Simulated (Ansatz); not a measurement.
Ideal-gas functions of FI3Si (`F[Si](I)(I)I`) at 800 K and 1 bar, from an Ansatz frequency run at PBE0-D4/def2-TZVP.

Molar mass 427.8 g/mol, point group C3v (symmetry number 3), electronic degeneracy 1, moments of inertia 1115.561, 1115.592, 2016.974 u Å². Harmonic wavenumbers (cm⁻¹, unscaled): 72, 72, 117, 193, 193, 245, 447, 447, 905.

Use S(trans) = R[1.5 ln M + 2.5 ln T − 1.1517]; rotational temperatures θ = 24.2544 K / I; S(rot) = R[ln(√π/σ · √(T³/θAθBθC)) + 1.5]; for each mode x = 1.438777 ν̃/T, S = R[x/(eˣ − 1) − ln(1 − e⁻ˣ)] and H = RT x/(eˣ − 1); 1 cm⁻¹ = 0.0119627 kJ/mol; R = 8.31446 J/(mol·K).

**Question.** By hand: the entropy, in J/(mol·K).

**Answer.** Translation 204.9. Rotation: θ = 0.0217, 0.0217, 0.012 K, giving 141.7. Vibration, mode by mode: 25.32, 25.32, 21.29, 17.15, 17.15, 15.20, 10.35, 10.35, 5.13, in all 147.2. Electronic 0.0. Sum 493.8 J/(mol·K).

**Question.** By hand: H − E and G − E in kJ/mol, counted from the electronic energy.

**Answer.** Zero-point energy ½ × 2691 × 0.0119627 = 16.1; thermal vibration 46.2; translation, rotation and pV give 4 RT = 26.6. H − E = 88.9 kJ/mol, and G − E = 88.9 − 800 × 493.8/1000 = -306.1 kJ/mol.

Vibration gives 30 % of the entropy, 71.9 J/(mol·K) of it from the modes under 150 cm⁻¹: soft modes count most, and the harmonic formula is weakest for them.
